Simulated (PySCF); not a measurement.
CH3ClFNSi2, SMILES Cl[Si@]1(F)[SiH2]C=N1.

The structure is a stationary point at PBE0-D3(BJ)/def2-SVP. The structure was generated by enumeration; whether it is a known compound was not checked.

Method: PBE0-D3(BJ)/def2-SVP in PySCF.

Frequencies are harmonic and unscaled.

Computed normal modes with their intensities:
```tsv
mode	ν (cm⁻¹)	IR (km/mol)	moving atoms (share of kinetic energy)
1	91	0.0	Cl 26 %, C 24 %, Si 21 %, F 14 %, H 13 %
2	125	0.1	Si 23 %, H 22 %, Cl 20 %, F 16 %, C 13 %
3	215	10.6	F 53 %, Si 22 %, Cl 15 %
4	241	7.4	Si 35 %, F 23 %, N 20 %, Cl 10 %
5	292	20.9	N 41 %, H 28 %, F 15 %, Cl 9 %
6	397	12.9	Cl 30 %, Si 27 %, F 16 %, N 11 %, C 9 %
7	468	14.2	Si 50 %, H 19 %, N 16 %, C 12 %
8	481	3.3	H 44 %, Si 35 %, N 10 %
9	580	116.7	Si 31 %, H 29 %, C 17 %, Cl 12 %, N 9 %
10	587	6.1	H 91 %
11	662	95.8	Si 43 %, H 28 %, C 18 %, Cl 8 %
12	759	32.1	H 29 %, N 27 %, C 24 %, Si 18 %
13	777	145.6	Si 32 %, N 31 %, H 26 %, C 8 %
14	904	38.6	H 62 %, C 22 %, F 9 %
15	920	127.0	H 61 %, Si 16 %, F 15 %
16	942	95.2	H 40 %, Si 31 %, F 26 %
17	1293	22.6	H 80 %, C 12 %, N 8 %
18	1612	44.6	C 53 %, N 46 %
19	2223	78.4	H 98 %
20	2239	75.6	H 96 %
21	3064	31.4	H 92 %, C 8 %
```
